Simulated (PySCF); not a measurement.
From results back to the method.

Compound: C₂H₉NSi₂.
SMILES: `N[SiH2]/C=C/[SiH3]`

The closed-shell ground state was solved 7 times with PySCF (density fitting, gas phase), always in the def2-SVPD basis (180 functions), with these functionals: B3LYP, BHandHLYP, CAM-B3LYP, HF, LC-wPBE, LDA and PBE0. Isolated species at its PBE0-D3(BJ)/def2-SVP geometry (one conformer only).

| row | total energy (Eh) | HOMO (eV) | LUMO (eV) | dipole (D) |
| --- | --- | --- | --- | --- |
| P | -711.5454 | -6.24 | -2.04 | 1.45 |
| Q | -715.1384 | -7.27 | -1.09 | 1.41 |
| R | -715.0057 | -8.71 | 0.16 | 1.39 |
| S | -714.6795 | -7.50 | -0.91 | 1.42 |
| T | -713.0244 | -10.20 | 2.26 | 1.42 |
| U | -714.8197 | -10.27 | 1.34 | 1.42 |
| V | -715.0245 | -8.89 | 0.24 | 1.40 |

Task: Which functional belongs to which row?

Result: P = LDA, Q = B3LYP, R = BHandHLYP, S = PBE0, T = HF, U = LC-wPBE, V = CAM-B3LYP. By rising HOMO–LUMO gap: LDA (LDA) 4.20 eV; B3LYP (global hybrid, 20 % exact exchange) 6.18 eV; PBE0 (global hybrid, 25 % exact exchange) 6.59 eV; BHandHLYP (global hybrid, 50 % exact exchange) 8.87 eV; CAM-B3LYP (range-separated hybrid) 9.13 eV; LC-wPBE (range-separated hybrid) 11.61 eV; HF (all exact exchange) 12.46 eV. Total energies of different functionals aren't bounds to one another; each is stationary for its own functional.

Conformer computed: `[NH2:1][SiH2:2]/[CH:3]=[CH:4]/[SiH3:5]`: N1–Si2–C3–C4 -14°, H–N1–Si2–C3 149°, H–N1–Si2–C3 -69°.
